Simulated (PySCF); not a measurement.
Members of one series of related molecules.

All values: PBE0/def2-SVPD (PySCF) at GFN2-xTB geometries, gas phase, one conformer each. Core orbitals are frozen in the response; Δα² is half the sum of the squared differences of the principal polarisabilities.

Question: Rank by HOMO–LUMO gap, highest first.
A. `ClC(Cl)[C@@H]1C[SiH2]1`
B. `[SiH3]O[C@H]1C[SiH2]1`
C. `C1[C@H](c2sccc2)[SiH2]1`
D. `O=CN[C@@H]1C[SiH2]1`
E. `c1ccn(c1)[C@@H]1[SiH2]C1`
F. `[C@H]1(/C=N\[H])[SiH2]C1`

Answer: A (6.97 eV), D (6.83 eV), B (6.56 eV), F (6.33 eV), E (5.82 eV), C (5.32 eV).

Question: Rank by polarisability anisotropy Δα, lowest first.
A. `[H]/[N:1]=[CH:2]\[C@@H:3]1[CH2:4][SiH2:5]1` with N1–C2–C3–C4 -160°
B. `[cH:1]1[cH:2][cH:3][n:4]([C@H:5]2[CH2:6][SiH2:7]2)[cH:8]1` with C3–N4–C5–C6 144°
C. `[cH:1]1[cH:2][s:3][c:4]([C@H:5]2[CH2:6][SiH2:7]2)[cH:8]1` with S3–C4–C5–C6 -26°
D. `[Cl:1][CH:2]([Cl:3])[C@@H:4]1[CH2:5][SiH2:6]1` with Cl1–C2–C4–C5 162°
E. `[O:1]=[CH:2][NH:3][C@@H:4]1[CH2:5][SiH2:6]1` with O1–C2–N3–C4 1°, C2–N3–C4–C5 100°
F. `[CH3:1][CH2:2][C@H:3]1[CH2:4][SiH2:5]1` with C1–C2–C3–C4 77°

Answer: E (3.43 Å³), F (4.26 Å³), A (4.59 Å³), D (5.28 Å³), B (7.18 Å³), C (8.75 Å³).

Question: Rank by HOMO energy, highest first.
A. `[H]/N=C\[C@@H]1C[SiH2]1`
B. `ClC(Cl)[C@@H]1C[SiH2]1`
C. `c1csc([C@H]2C[SiH2]2)c1`
D. `c1ccn([C@H]2C[SiH2]2)c1`
E. `CO[C@@H]1C[SiH2]1`
F. `O=CN[C@@H]1C[SiH2]1`

Answer: C (-5.89 eV), D (-6.04 eV), E (-6.37 eV), F (-6.64 eV), A (-6.86 eV), B (-7.42 eV).

All values together:

```
                 SMILES    formula  μ (D)  HOMO (eV)  LUMO (eV)  α (Å³)  Δα (Å³)  electrons  α per electron (Å³)
      CCO[C@H]1C[SiH2]1   C4H10OSi   1.03      -6.34       0.16   12.27     3.36         56                0.219
 ClC(Cl)[C@@H]1C[SiH2]1  C3H6Cl2Si   3.05      -7.42      -0.45   13.72     5.28         72                0.191
  [SiH3]O[C@H]1C[SiH2]1   C2H8OSi2   0.92      -6.52       0.03   12.17     3.26         56                0.217
[H]/N=C\[C@@H]1C[SiH2]1    C3H7NSi   3.26      -6.86      -0.53   10.82     4.59         46                0.235
c1ccn([C@H]2C[SiH2]2)c1    C6H9NSi   2.26      -6.04      -0.22   15.37     7.18         66                0.233
       CC[C@H]1C[SiH2]1    C4H10Si   0.14      -6.61       0.28   11.43     4.26         48                0.238
    O=CN[C@@H]1C[SiH2]1   C3H7NOSi   3.16      -6.64       0.19   10.80     3.43         54                0.200
c1csc([C@H]2C[SiH2]2)c1    C6H8SSi   1.01      -5.89      -0.57   17.21     8.75         74                0.233
      CO[C@@H]1C[SiH2]1    C3H8OSi   1.11      -6.37       0.15   10.42     2.72         48                0.217
```

Conformers: `[CH3:1][CH2:2][O:3][C@H:4]1[CH2:5][SiH2:6]1` with C1–C2–O3–C4 177°, C2–O3–C4–C5 -160°; `[Cl:1][CH:2]([Cl:3])[C@@H:4]1[CH2:5][SiH2:6]1` with Cl1–C2–C4–C5 162°; `[SiH3:1][O:2][C@H:3]1[CH2:4][SiH2:5]1` with Si1–O2–C3–C4 -171°; `[H]/[N:1]=[CH:2]\[C@@H:3]1[CH2:4][SiH2:5]1` with N1–C2–C3–C4 -160°; `[cH:1]1[cH:2][cH:3][n:4]([C@H:5]2[CH2:6][SiH2:7]2)[cH:8]1` with C3–N4–C5–C6 144°; `[CH3:1][CH2:2][C@H:3]1[CH2:4][SiH2:5]1` with C1–C2–C3–C4 77°; `[O:1]=[CH:2][NH:3][C@@H:4]1[CH2:5][SiH2:6]1` with O1–C2–N3–C4 1°, C2–N3–C4–C5 100°; `[cH:1]1[cH:2][s:3][c:4]([C@H:5]2[CH2:6][SiH2:7]2)[cH:8]1` with S3–C4–C5–C6 -26°; `[CH3:1][O:2][C@@H:3]1[CH2:4][SiH2:5]1` with C1–O2–C3–C4 160°.

Q: How closely does the mean polarisability follow the number of electrons in this set?

A: The correlation coefficient is 0.90; α per electron runs from 0.191 to 0.238 Å³.
